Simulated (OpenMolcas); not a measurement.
Au IV.

| Property | Result |
| --- | --- |
| Program | OpenMolcas |
| Basis | ANO-RCC-VQZP [9s8p6d4f2g1h] |
| Scalar Hamiltonian | DKH2, point nucleus |
| Active space | 8 electrons in 10 orbitals (5d 6d) |
| State averaging | 2S+1 = 3 even, 10 roots; 2S+1 = 1 even, 15 roots |
| Spin-orbit coupling | RASSI with atomic mean-field integrals over the reference wave functions, term energies averaged over their components |

Two sets of levels on these reference wave functions, in cm⁻¹ above 5d⁸ ³F₄: one from CASSCF and one from SS-CASPT2, IPEA 0.25 Eh, imaginary shift 0.1 Eh (closed shells correlated: 5s 5p).

| Level | Set 1 | Set 2 |
| --- | --- | --- |
| 5d⁸ ³F₄ | 0.0 | 0.0 |
| 5d⁸ ³F₃ | 12420 | 12280 |
| 5d⁸ ³P₂ [51 %] | 18790 | 20560 |
| 5d⁸ ³P₀ | 18950 | 22940 |
| 5d⁸ ³P₁ | 22670 | 26160 |
| 5d⁸ ¹G₄ | 26380 | 29380 |
| 5d⁸ ¹S₀ | 56290 | 62340 |

**Question.** Which set is which?

**Answer.** Set 1 is SS-CASPT2. Its levels of the other terms of 5d⁸ lie at 0.83 to 0.91 of the other set's values, as expected, since terms of lower spin or lower L gain more correlation energy than the Hund ground term. Against 5 measured levels (Zainab et al., Astrophys. J. Suppl. Ser. 267, 12 (2023)) the mean absolute deviation is 750 cm-1 with it and 4000 cm-1 without; single levels miss by up to 1200 cm-1 with it.

CASPT2 does not keep the components of a term degenerate, so their means are used; among the terms shown or strongly mixed into the levels shown the widest spread is 680 cm-1 (5d⁸ ¹G, SS-CASPT2). Active for correlation alone: 6d; no level in the range computed is led by a configuration that fills it, so any true level of that kind is missing. Without dynamic correlation excited terms often stand tens of per cent too high (terms of higher spin than the ground term too low), and those without a measured partner can miss by more than the paired ones (holds for CASSCF). Computed and measured levels are paired by configuration, term and J; levels that our copy of the source lacks, or whose pairing is in doubt (as where it misses far off the trend of its configuration), stay unpaired and out of the deviations. Levels of configurations outside the active space are missing. Levels that lie high or do not pair safely by name in every column are left out.

A share in square brackets marks a mixed level and gives the weight of the term that names it, the lowest over the columns.
